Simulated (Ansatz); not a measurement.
Geometry optimisation, Ansatz 0.2.0, RKS r2SCAN-D4/def2-SVP.

Input file:

```yaml
crystal:
  periodic: [false, false, false]
  atoms:
    - { symbol: B, position_ang: [-1.5285, 0.398, -0.9952] }
    - { symbol: Al, position_ang: [0.0457, -0.157, 0.1133] }
    - { symbol: "N", position_ang: [0.7062, -1.9245, -0.0852] }
    - { symbol: "N", position_ang: [0.9427, 1.0786, 1.3291] }
    - { symbol: H, position_ang: [-2.0798, -0.3187, -1.7801] }
    - { symbol: H, position_ang: [-2.0012, 1.5551, -0.8942] }
    - { symbol: H, position_ang: [1.6094, -1.9848, 0.5451] }
    - { symbol: H, position_ang: [1.1099, -2.0007, -1.0638] }
    - { symbol: H, position_ang: [0.1261, 1.3968, 2.0353] }
    - { symbol: H, position_ang: [1.1526, 1.9062, 0.7987] }
basis:
  gaussian: { orbitals: def2-SVP }
hamiltonian:
  xc: r2scan
  dispersion: d4
relax:
  f_tol: 0.015
  max_steps: 40
```

Command:

```bash
$ ansatz run input.yaml --threads 2 --pin off --max-ram 3072MiB --backend cpu --events-out ev --progress --plain --runs-dir out
```

Q: Where does it end, and by what steps?

A: It converged. The force dipped under the threshold on the way, but the program's further checks kept it going. After 11 steps the energy has fallen by 1.462 eV; H10 moved furthest, 1.28 Å.

```json
{"step": "0", "energy less start (eV)": "0.0000", "largest force component (eV/Å)": "3.267", "accepted": "yes"}
{"step": "1", "energy less start (eV)": "-0.6567", "largest force component (eV/Å)": "1.975", "accepted": "yes"}
{"step": "2", "energy less start (eV)": "-1.0220", "largest force component (eV/Å)": "0.834", "accepted": "yes"}
{"step": "3", "energy less start (eV)": "-1.1101", "largest force component (eV/Å)": "0.565", "accepted": "yes"}
{"step": "4", "energy less start (eV)": "-1.1828", "largest force component (eV/Å)": "0.891", "accepted": "yes"}
{"step": "5", "energy less start (eV)": "-1.2724", "largest force component (eV/Å)": "0.428", "accepted": "yes"}
{"step": "6", "energy less start (eV)": "-1.3520", "largest force component (eV/Å)": "0.397", "accepted": "yes"}
{"step": "7", "energy less start (eV)": "-1.4193", "largest force component (eV/Å)": "0.471", "accepted": "yes"}
{"step": "8", "energy less start (eV)": "-1.4588", "largest force component (eV/Å)": "0.146", "accepted": "yes"}
{"step": "9", "energy less start (eV)": "-1.4619", "largest force component (eV/Å)": "0.012", "accepted": "yes"}
{"step": "10", "energy less start (eV)": "-1.4620", "largest force component (eV/Å)": "0.046", "accepted": "yes"}
{"step": "11", "energy less start (eV)": "-1.4622", "largest force component (eV/Å)": "0.003", "accepted": "yes"}
```

```xyz
10
Properties=species:S:1:pos:R:3
B -1.681 0.365 -1.045
Al 0.097 -0.024 0.055
N 0.989 -1.556 -0.157
N 0.740 1.171 1.216
H -1.917 -0.140 -2.123
H -2.554 1.112 -0.654
H 1.775 -1.891 0.392
H 0.758 -2.247 -0.864
H 0.248 2.020 1.478
H 1.629 1.138 1.705
```

Whether the end is a true minimum wasn't checked by a vibrational analysis.

The run took 19 s on 2 threads of Intel(R) Xeon(R) Platinum 8488C (Sapphire Rapids) (shared host), peak memory 0.16 GiB.
